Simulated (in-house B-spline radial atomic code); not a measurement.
Total energies of neutral atoms against the large-Z expansion E = -0.768745 Z^(7/3) + Z²/2 - 0.269900 Z^(5/3) hartree (Thomas-Fermi, Scott, and Dirac-Schwinger terms). The Hartree-Fock values are computed with a B-spline radial code for spherical atoms: non-relativistic, point nucleus, average of the ground configuration.

| atom | Thomas-Fermi | three terms | Hartree-Fock | three terms less HF |
| --- | --- | --- | --- | --- |
| Cl | -571.25 | -457.09 | -459.482 | 2.39 |
| Ar | -652.76 | -524.12 | ? | ? |
| K | -740.53 | -596.54 | -599.165 | 2.62 |
| Ca | -834.68 | -674.45 | -676.758 | 2.31 |
| Sc | -935.32 | -757.96 | -759.736 | 1.77 |
| Ti | -1042.56 | -847.18 | -848.370 | 1.19 |
| V | -1156.50 | -942.21 | -942.804 | 0.59 |
| Cr | -1277.25 | -1043.14 | -1043.142 | 0.00 |
| Mn | -1404.89 | -1150.08 | -1149.626 | -0.45 |
| Fe | -1539.53 | -1263.11 | -1262.291 | -0.82 |
| Co | -1681.25 | -1382.33 | -1381.308 | -1.02 |
| Ni | -1830.14 | -1507.82 | -1506.816 | -1.01 |
| Cu | -1986.30 | -1639.68 | -1638.964 | -0.71 |
| Zn | -2149.80 | -1777.98 | -1777.848 | -0.13 |
| Ga | -2320.74 | -1922.81 | ? | ? |

(1) What is the Hartree-Fock energy of Ar?

(2) What is the Hartree-Fock energy of Ga?

(3) How good is each level?

## Answers

(1) -526.818 hartree; the three-term formula lies 2.69 hartree (0.51 %) above it.

(2) -1923.261 hartree; the three-term formula lies 0.46 hartree (0.02 %) above it.

(3) Over these atoms Thomas-Fermi alone overbinds by 20.7 to 24.3 %, and the three-term formula is within 0.53 %; what remains oscillates with the shell structure.
